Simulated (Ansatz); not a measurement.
`[F][Ga@H-]1[OH+][Ga@@H-]([F])[OH+]1`. Charge 0, multiplicity 1. The geometry is a stationary point of PBE0-D4/def2-TZVP.

```xyz
10

F    -1.265   -1.352   -1.667
Ga    0.049   -0.197   -1.459
O     1.017   -0.826    0.106
Ga    0.309    0.486    1.355
F    -0.900   -0.392    2.290
O    -0.647    1.124   -0.213
H     0.908    0.345   -2.618
H     0.801   -1.733    0.346
H     1.332    1.459    1.974
H    -1.604    1.085   -0.115
```

Problem. What is the dipole moment at B3LYP/def2-TZVPP? (Best estimate.)

Solution. The calculation gave: 2.01 D, with components (1.53, 1.23, -0.44) D in this frame, pointing from negative to positive charge.

Problem. And with PBE, r2SCAN, ωB97M-V? (Estimate.)

Solution. The calculation gave: PBE 1.86 D, r2SCAN 1.92 D, ωB97M-V 1.96 D.

Problem. Give the Mulliken charges with B3LYP, PBE, ωB97M-V in def2-TZVPP. (Estimate.)

Solution. Ansatz gave: 
```csv
atom,B3LYP,PBE,ωB97M-V
F1,-0.41,-0.36,-0.40
Ga2,0.58,0.47,0.57
O3,-0.33,-0.28,-0.35
Ga4,0.58,0.47,0.57
F5,-0.41,-0.36,-0.40
O6,-0.33,-0.28,-0.35
H7,-0.03,-0.02,-0.01
H8,0.19,0.19,0.19
H9,-0.03,-0.02,-0.01
H10,0.19,0.19,0.19
```

B3LYP here is the variant with VWN-RPA as its local correlation; programs differ in this.
